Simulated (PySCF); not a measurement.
Te(I)(SH) (HISTe), SMILES S[Te]I. Geometry optimised at B3LYP-D3(BJ)/def2-SVP. The def2 effective core potentials stand for the cores of I, Te; spin–orbit coupling is left out. The values are those of a single conformer.

Q: Give the equilibrium geometry at B3LYP-D3(BJ)/def2-SVP (PySCF confirms it by a frequency run) as Cartesian coordinates in Å. (Estimate from the structure and the level; the computed values follow.)

A: Several could match; the one computed here: 
```xyz
4

Te    -0.7280    -0.0811     0.9197
I      1.4097     0.5217    -0.7289
S     -2.1998    -1.3062    -0.5524
H     -1.6591    -2.5343    -0.3540
```
